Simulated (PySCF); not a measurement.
PySCF 2.14 output of an unrestricted MN15 calculation on a single atom or ion in aug-cc-pVDZ-DK, with the spin-free X2C one-electron Hamiltonian (Gaussian nucleus):

```
SCF conv_tol = 1e-09
number electrons alpha = 14  beta = 12
    H. S. Yu, X. He, S. L. Li, and D. G. Truhlar.,  Chem. Sci. 7, 5032-5051 (2016)
    H. S. Yu, X. He, S. L. Li, and D. G. Truhlar.,  Chem. Sci. 7, 5032-5051 (2016)
cycle= 1 E= -1393.76779874887  delta_E= -0.0128  |g|= 0.108  |ddm|= 0.382
cycle= 2 E= -1393.76272929348  delta_E= 0.00507  |g|= 0.193  |ddm|= 0.306
cycle= 3 E= -1393.77007398414  delta_E= -0.00734  |g|= 0.00275  |ddm|= 0.202
cycle= 4 E= -1393.77007585728  delta_E= -1.87e-06  |g|= 8.76e-05  |ddm|= 0.00278
cycle= 5 E= -1393.77007586827  delta_E= -1.1e-08  |g|= 1.29e-05  |ddm|= 0.000201
cycle= 6 E= -1393.77007586842  delta_E= -1.51e-10  |g|= 9.64e-07  |ddm|= 2.23e-05
converged SCF energy = -1393.77007586842  <S^2> = 2.0052356  2S+1 = 3.0034884
```

The run itself started from symmetry-adapted Hartree-Fock orbitals and held the occupation by maximum overlap, on a logarithmic radial grid, so the iterations belong to that start.

Task: Which element, charge and spin multiplicity is this?

Result: Co⁺ (cobalt, charge +1), multiplicity 3; the state was [Ar] 3d8, high-spin 3F determinant.
